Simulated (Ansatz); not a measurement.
**B2H3NSi: where a starting geometry ends**

The starting geometry of this gas-phase singlet was optimised with GFN2-xTB.

```yaml
atoms:
  - { symbol: B, position_ang: [0.1673, -1.1360, -1.1560] }
  - { symbol: B, position_ang: [1.2558, -0.4354, -0.2765] }
  - { symbol: N, position_ang: [1.7225, 0.5392, 0.6182] }
  - { symbol: Si, position_ang: [3.1580, -0.4008, 0.3422] }
  - { symbol: H, position_ang: [-0.4693, -2.0544, -0.7704] }
  - { symbol: H, position_ang: [0.0046, -0.8755, -2.2975] }
  - { symbol: H, position_ang: [1.3133, 1.3264, 1.0988] }
```

Q: Where would you expect an optimisation with B3LYP-D3(BJ)/def2-SVP to take it?

A: A new bond forms, giving a structure given below by its coordinates. Contacts that close: B1–Si4 (3.42 → 2.20 Å).

The energy falls by 0.46 eV over 18 steps:

| step | E − E(last) (eV) |
| --- | --- |
| 1 | 0.457 |
| 3 | 0.393 |
| 5 | 0.384 |
| 7 | 0.381 |
| 9 | 0.352 |
| 10 | 0.247 |
| 12 | 0.041 |
| 14 | 0.005 |
| 16 | 0.000 |
| 18 | 0.000 |

Final geometry (Å):

```xyz
7

B     0.4135   -1.1351   -1.0787
B     0.5033    0.1205   -0.0826
N     1.5867    0.5877    0.6146
Si    2.3979   -0.7901   -0.1957
H    -0.0255   -2.1942   -0.6813
H     0.4710   -0.9628   -2.2784
H     1.8052    1.3375    1.2607
```

Frequencies at the end are all real (lowest 252 cm⁻¹). Run with Ansatz 0.2.0, 36 s on 1 thread of Arm Neoverse V1 (shared host).
